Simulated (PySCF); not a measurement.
HgCl, SMILES [Cl][Hg+], charge +1. Heavy atoms are numbered as in [Hg+:1][Cl:2].

Geometry optimised at B3LYP-D3(BJ)/def2-TZVPD. The spin state was assumed, not searched. The def2 effective core potentials stand for the cores of Hg; spin–orbit coupling is left out.

These are B3LYP/def2-TZVPD run with PySCF values and carry that method's errors.

Mulliken values depend strongly on the basis, most of all with diffuse functions as here. ESP charges are fitted to the potential on shells at 1.4 to 2.0 van der Waals radii. Atomic charges (e), one atom of each kind:

| atom | ESP fit | Mulliken |
|---|---|---|
| Hg1 | [?] | 1.08 |
| Cl2 | [?] | -0.08 |

**Question.** Complete the blanks. (An estimate is asked for; the answer gives what the named calculation found.)

**Answer.** 
- Hg1, ESP fit: 1.05
- Cl2, ESP fit: -0.05
